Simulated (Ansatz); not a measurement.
Results of the Gaussian-basis code of Ansatz.

A structure relaxed at PBE0-D4/def2-TZVP, charge 0, multiplicity 1:

```xyz
10

C     0.436    1.962   -0.207
In    0.321   -0.175   -0.235
C    -0.943   -1.676    0.618
I     2.265   -1.263   -1.769
H    -0.164    2.387    0.597
H     1.478    2.259   -0.091
H     0.075    2.343   -1.164
H    -1.574   -2.089   -0.171
H    -0.321   -2.478    1.014
H    -1.574   -1.270    1.408
```

(1) Give its formula and SMILES.

(2) Point group (tolerance 0.08 Å, 0.16 Å for H)?

(3) Summarise the bond lengths by kind.

Results:

(1) C2H6IIn, `[CH3][In]([CH3])[I]`.

(2) Cs.

(3) 2 × C–In 2.139 Å; 6 × C–H 1.090 to 1.092 Å; 1 × I–In 2.705 Å.
